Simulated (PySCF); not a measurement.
Species: C₈H₉NP (charge +1).
Numbering: `[N:1]#[C:2][CH2:3][PH2+:4][c:5]1[cH:6][cH:7][cH:8][cH:9][cH:10]1`

Structure used (GFN2-xTB), in Å, numbered top down from 1:
```
atom  x, y, z in Å
N1     2.581    1.854    1.496
C2     2.656    0.862    0.941
C3     2.712   -0.388    0.208
P4     1.354   -0.372   -1.015
C5    -0.259   -0.143   -0.283
C6    -1.100   -1.245   -0.104
C7    -2.335   -1.058    0.489
C8    -2.725    0.208    0.900
C9    -1.887    1.300    0.718
C10   -0.650    1.136    0.124
H11    3.682   -0.482   -0.295
H12    2.579   -1.226    0.904
H13    1.412   -1.552   -1.720
H14    1.642    0.635   -1.910
H15   -0.791   -2.228   -0.432
H16   -2.994   -1.901    0.628
H17   -3.690    0.346    1.362
H18   -2.201    2.282    1.036
H19    0.006    1.983   -0.023
```

Probes without a nucleus sit at each ring's centroid and 1 Å off its mean plane on both sides; NICS is minus the shielding there, NICSzz its component along the normal. Level: GIAO PBE0/pcSseg-1 (PySCF, non-relativistic, gas phase) on the GFN2-xTB geometry, one conformer.

Ring bond lengths (Å), with Mayer bond orders in brackets: C5–C6 1.397 (1.33), C6–C7 1.382 (1.48), C7–C8 1.388 (1.42), C8–C9 1.388 (1.42), C9–C10 1.382 (1.48), C10–C5 1.398 (1.33).

**Question.** What do the NICS probes read (ppm)?

**Answer.** 
```
              ring                                              type  NICS(0)  NICS(1), two faces  NICS(1)zz, two faces  rms pucker (Å)  centre to ring atoms, mean (Å)
C5–C6–C7–C8–C9–C10  6-membered carbocycle; formal bonds all aromatic     -8.0       -11.0 / -11.2         -27.7 / -28.6            0.00                            1.39
```

**Question.** What do they say, and how far can they be read as aromaticity?

**Answer.** 
- C5–C6–C7–C8–C9–C10: mean NICS(1)zz -28.1 ppm, shielded, aromatic by this magnetic criterion (flat ring, no four-coordinate atom).

**Question.** And the bond-length index? HOMA = 1 − mean of α(R − Ropt)² over the ring bonds, with Krygowski's 1993 parameters (CC: Ropt 1.388 Å, α 257.7 Å⁻²).

**Answer.** 
- C5–C6–C7–C8–C9–C10: HOMA 0.99 = 1 − EN − GEO, with mean bond length 1.389 Å, EN = α(Ropt − mean)² = 0.000 and GEO = α × variance = 0.010. The geometric and the magnetic index point the same way.

**Question.** What is the mean of the two in-plane components of NICS at the second NICS(1) probe listed for ring C5–C6–C7–C8–C9–C10, 1 Å off the ring?

**Answer.** The isotropic value is a third of the trace: (3 × -11.2 − (-28.6))/2 = -2.5 ppm.

**Question.** How shielded are the nuclei of the rings and their hydrogens (means over atoms taken as equivalent)?

**Answer.** 
| atoms | environment | σ isotropic (ppm) |
| --- | --- | --- |
| C5 | substituted aromatic carbon | 81.0 |
| C6 (×2) | aromatic CH carbon | 46.2 |
| C7 (×2) | aromatic CH carbon | 46.9 |
| C8 | aromatic CH carbon | 37.3 |
| H15 (×2) | aromatic hydrogen | 23.47 |
| H16 (×2) | aromatic hydrogen | 23.18 |
| H17 | aromatic hydrogen | 22.90 |
